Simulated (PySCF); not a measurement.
acetylene (C$_{2}$H$_{2}$), singlet, at the geometry optimised at the base level; PBE0/6-31G, frequencies (PySCF).

Here is a job for PySCF.
```python
from pyscf import gto, scf, dft
from pyscf.hessian import thermo

mol = gto.Mole()
mol.atom = '''
    C     0.000000    0.000000    0.605227
    C    -0.000000   -0.000000   -0.605227
    H    -0.000000   -0.000000   -1.670287
    H     0.000000    0.000000    1.670287
'''
mol.basis = '6-31g'
mol.charge = 0
mol.spin = 0
mol.verbose = 3
mol.build()

mf = dft.RKS(mol)
mf.xc = 'pbe0'
mf.grids.level = 1
mf.kernel()
hess = mf.Hessian().kernel()
freq = thermo.harmonic_analysis(mf.mol, hess)
print('frequencies / cm-1', freq['freq_wavenumber'].round(1))
th = thermo.thermo(mf, freq['freq_au'], 298.15, 101325)
thermo.dump_thermo(mf.mol, th)
```

What the program printed (banner, timings and long lists left out):

```
converged SCF energy = -77.2076256365392
frequencies / cm-1 [ 689.3  689.3  795.3  795.3 2082.  3469.7 3580.1]
temperature 298.1500 [K]
pressure 101325.00 [Pa]
Rotational constants [GHz] inf 35.03832 35.03832
Symmetry number 2
Zero-point energy (ZPE) 0.02757 [Eh]   72379.449 [J/mol]
                           tot       elec      trans        rot        vib
Entropy [J/mol/K]       199.441      0.000    149.398     45.602      4.441
Cv [J/mol/K]             33.446      0.000     12.472      8.314     12.659
Cp [J/mol/K]             41.760      0.000     20.786      8.314     12.659
Internal energy [J/mol]                      3718.434   2478.956  73414.031
Internal energy [Eh]   -77.17730  -77.20763
Enthalpy [J/mol]                             6197.391   2478.956  73414.031
Enthalpy [Eh]          -77.17636
Gibbs free energy [J/mol]                  -38345.625 -11117.421  72089.959
Gibbs free energy [Eh] -77.19901
```
